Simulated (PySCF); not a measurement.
Species: C7H16FNSi.
SMILES with atom numbers: `[CH3:1][CH2:2][C:3]1([CH2:4][CH3:5])[CH2:6][C@@H:7]([F:8])[SiH2:9][NH:10]1`

Structure used (PBE0-D3(BJ)/def2-SVP), in Å, numbered top down from 1:
```xyz
26
C7H16FNSi angstrom
C      2.7597   -0.3986   -0.5028
C      1.5748   -0.7232    0.3915
C      0.1899   -0.5287   -0.2473
C     -0.0152    0.9109   -0.7651
C      0.2354    2.0322    0.2305
C     -0.8947   -0.9141    0.7823
C     -2.1983   -1.2953    0.1003
F     -2.9149   -0.1533   -0.2578
Si    -1.5732   -2.1812   -1.4755
N      0.0055   -1.4815   -1.3470
H      3.7085   -0.5996    0.0174
H      2.7595   -1.0154   -1.4159
H      2.7743    0.6578   -0.8118
H      1.6300   -0.1195    1.3132
H      1.6363   -1.7778    0.7072
H     -1.0460    0.9787   -1.1447
H      0.6396    1.0477   -1.6433
H     -0.3985    1.9349    1.1256
H      1.2829    2.0659    0.5681
H      0.0063    3.0094   -0.2206
H     -1.0633   -0.1123    1.5183
H     -0.5422   -1.7978    1.3410
H     -2.8408   -1.8862    0.7730
H     -2.3617   -1.8126   -2.6928
H     -1.5925   -3.6761   -1.3687
H      0.6705   -1.3987   -2.1054
```

NICS is the negative of the GIAO shielding at a point without a nucleus: at the ring centre (0) and 1 Å above and below it (1); zz is the component along the ring normal. Level: GIAO PBE0/pcSseg-1 (PySCF, non-relativistic, gas phase) on the PBE0-D3(BJ)/def2-SVP geometry, one conformer.

Ring bond lengths (Å), with Mayer bond orders in brackets: C3–C6 1.544 (0.99), C6–C7 1.520 (1.03), C7–Si9 1.913 (0.86), Si9–N10 1.732 (1.02), N10–C3 1.467 (0.92).

What do the NICS probes read (ppm)?

```
            ring                                                    type  NICS(0)  NICS(1), two faces  NICS(1)zz, two faces  rms pucker (Å)  centre to ring atoms, mean (Å)
C3–C6–C7–Si9–N10  5-membered ring with N and Si; formal bonds all single     -5.4         -2.0 / -4.2           -1.6 / -3.6            0.16                            1.37
```

What can be read from them?

- C3–C6–C7–Si9–N10: mean NICS(1)zz -2.6 ppm, near zero. C3, C6, C7, Si9 have four or more neighbours, and the NICS criterion for π rings isn't applied.

What field does 7.05 T along the ring normal induce along that normal at the second NICS(1) probe listed for ring C3–C6–C7–Si9–N10, 1 Å off the ring?

NICSzz × B0 = -3.6 ppm × 7.05 T = -25 μT, against the applied field.

List the ring angles and the Hirshfeld charges of the ring atoms.

- C3–C6–C7–Si9–N10: C3 104.4° (+0.065 e), C6 111.5° (-0.080 e), C7 101.9° (-0.023 e), Si9 92.9° (+0.355 e), N10 115.6° (-0.240 e); sum 526.3° against 540° for a flat convex ring.

How do the values depend on the level or the medium?

```csv
level,"NICS(0), C3–C6–C7–Si9–N10","mean NICS(1)zz, C3–C6–C7–Si9–N10"
"PBE0/pcSseg-1, gas",-5.4,-2.6
"PBE0/pcSseg-1, IEF-PCM tetrahydrofuran",-5.4,-2.7
"PBE0/pcSseg-1, IEF-PCM water",-5.4,-2.7
```

The geometry is the same throughout; the continuum's cavity takes Bondi-type radii × 1.2.
